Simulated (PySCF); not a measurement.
Be: excitation energy

Be [He] 2s2 (1S) → Be [He] 2s1 3d1 (3D), as a difference of total energies. Computed with PySCF 2.14 in aug-cc-pCVTZ, with no relativity, point nucleus. Correlated levels: valence and next inner shell: nothing frozen. The calculations carry no spin-orbit coupling.

```
                                method  excitation energy (eV)
                                   UHF                   7.963
    MP2 (valence and next inner shell)                   8.677
SCS-MP2 (valence and next inner shell)                   8.895
   CCSD (valence and next inner shell)                   8.998
CCSD(T) (valence and next inner shell)                   9.007
```

Problem. How much does correlation contribute at CCSD(T) (valence and next inner shell)?

Solution. 9.007 − (7.963) = 1.044 eV, measured against UHF.

The promoted electron is Rydberg-like, and one or two diffuse shells describe it only roughly, which tends to raise the upper state.
